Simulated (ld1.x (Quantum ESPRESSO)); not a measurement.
# What one change does to a pseudopotential (platinum, TM)

```json
{
 "Element": "Pt (Z = 78)",
 "Generator": "ld1.x (Quantum ESPRESSO) 7.5",
 "Type": "norm-conserving Troullier–Martins (Kleinman–Bylander form)",
 "Functional": "PBEsol",
 "Relativity": "fully relativistic",
 "Frozen core": "[Xe] 4f14",
 "Valence charge": "10",
 "Reference configuration": "5d10 6s0 6p0",
 "Partial waves": "6p (bound, empty): rc 3.15 bohr; 5d (bound): rc 1.55 bohr; 6s (bound, empty): rc 1.95 bohr",
 "Local potential": "the s channel",
 "Core correction": "Bessel-smoothed model core inside 0.90 bohr"
}
```

Open shells are filled in proportion to 2j + 1 (rel_dist='average').

Change: wave 5d (bound): rc 1.55 bohr becomes 5d (bound): rc 2.10 bohr.

Cutoffs: the cutoffs (Ry, on a coarse ladder) from which the occupation-weighted sum of valence levels, in a spherical-Bessel basis at the reference potential, stays within 10 and 1 mRy of its value at 400 Ry; they do not see the model core or the augmentation charge, which bear on the density cutoff. Errors are all-electron minus pseudo energies relative to the spin-unpolarised reference configuration.

Question: What does the change do?

Answer: The potential gets softer (40 Ry and 70 Ry → 40 Ry and 50 Ry); the errors of the 7 common tests hardly move; neither file shows a bound ghost. A larger radius leaves more room for a smooth pseudo-wave, so fewer plane waves are needed.

| quantity | base | changed |
| --- | --- | --- |
| cutoff, loose | 40 Ry | 40 Ry |
| cutoff, tight | 70 Ry | 50 Ry |
| bound ghosts | none | none |
| error for 5d9 6s1 6p0, meV [ΔE 0.03 eV] | -45 | -44 |
| error for 5d9 6s0 6p0, meV [ΔE 9.27 eV] | -30 | -30 |
| error for 5d8 6s0 6p0, meV [ΔE 29.29 eV] | -197 | -196 |
| error for 5d8 6s1 6p0, meV [ΔE 11.26 eV] | -169 | -166 |
| error for 5d9 6s0.5 6p0, meV [ΔE 3.75 eV] | -33 | -33 |
| error for 5d9 6s0 6p1, meV [ΔE 5.12 eV] | -47 | -46 |
| error for 5d7 6s0 6p0, meV [ΔE 61.53 eV] | -630 | -624 |
| s: phases at 3.40 bohr within 0.05 rad from the reference energy up to (Ry; the scan ends near 5) | 1.4 | 1.4 |
| p1/2: phases at 3.40 bohr within 0.05 rad from the reference energy up to (Ry; the scan ends near 5) | 2.3 | 2.3 |
| p3/2: phases at 3.40 bohr within 0.05 rad from the reference energy up to (Ry; the scan ends near 5) | 2.2 | 2.2 |
| d3/2: phases at 3.40 bohr within 0.05 rad from the reference energy up to (Ry; the scan ends near 5) | 0.9 | 0.9 |
| d5/2: phases at 3.40 bohr within 0.05 rad from the reference energy up to (Ry; the scan ends near 5) | 0.9 | 0.9 |
